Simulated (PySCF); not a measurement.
**Dipole response of W²⁺ (tungsten, charge +2)**

[Xe] 4f14 5d4, high-spin 5D determinant. Computed with PySCF 2.14 in aug-cc-pVQZ-PP with ECP60MDF, with scalar relativity through the core potential. Coupled (time-dependent) response in atomic units; α is the mean over directions.

```tsv
method	mean α (bohr³)	α xx, yy, zz	C₆ (like pair)	S(−4)
PBE0	13.09	12.54, 12.54, 14.21	77.52	73.98
```

S(−4) is the Cauchy moment in α(ω) = α(0) + S(−4) ω² + …

Spin-orbit coupling is absent.

α(iu) at PBE0:

```tsv
u (hartree)	α(iu) (bohr³)
0	13.09
0.0500	12.91
0.100	12.42
0.200	10.96
0.300	9.459
0.500	7.172
0.750	5.338
1.00	4.140
1.50	2.697
2.00	1.883
3.00	1.048
5.00	0.4461
```

For an ion, C₆ is the dispersion term alone; charge-induced terms of lower order in 1/R come first.

The components differ because the open shell of this determinant is not spherical; for a pure term their mean is the scalar polarisability.

Energies and moments cover only the electrons outside the core potential. Spin-orbit coupling, absent here, splits the open shell strongly.
